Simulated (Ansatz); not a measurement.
The same path of CH5Ga + H2 (9 atoms, charge 0, multiplicity 1) was run twice with different band settings. Lost on the way: Ga1–C2, H8–H9. Made: Ga1–H8, C2–H9.

All numbers below come from RKS B3LYP/def2-mTZVP (Ansatz).

Relaxed end points:

```xyz
9
Properties=species:S:1:pos:R:3
Ga 0.011 0.139 0.353
C 0.047 0.425 2.318
H -0.886 0.122 2.795
H 0.876 -0.100 2.794
H 0.182 1.492 2.520
H 1.350 -0.100 -0.450
H -1.349 0.218 -0.447
H -0.359 -2.697 0.201
H -0.303 -2.657 0.941
```

```xyz
9
Properties=species:S:1:pos:R:3
Ga -0.105 -0.633 -0.663
C -0.002 -0.123 2.741
H -0.942 0.115 3.236
H 0.795 -0.197 3.479
H 0.242 0.671 2.034
H 1.316 0.019 -0.832
H -1.397 0.262 -0.747
H -0.237 -2.188 -0.457
H -0.100 -1.085 2.235
```

Common settings: movable images 7; climbing image yes; spring 5.0 eV/Å²; start path through a guess of the saddle point; force threshold 0.03 eV/Å; iteration limit 60; end points relaxed.

| run | optimiser |
| --- | --- |
| 1 | quadratic models (default) |
| 2 | fire |

(1) What does each run give, and how far can it be trusted?

Results:

(1) Run 1: converged after 9 iterations, highest image 1.480 eV above the first end. Neighbouring images differ by up to 1.2 eV, so the band resolves the path poorly. A vibrational analysis at the climbing image gives one clearly imaginary mode, 1525i cm⁻¹: a first-order saddle point.
Run 2: converged after 57 iterations, highest image 1.480 eV above the first end. Neighbouring images differ by up to 1.2 eV, so the band resolves the path poorly. Another band between the same ends (7 images) ends at a top of the same energy, where a vibrational analysis finds 1 clearly imaginary mode.
The orbitals stay closed-shell, which can raise the energy where a bond breaks towards radicals; this wasn't checked here.
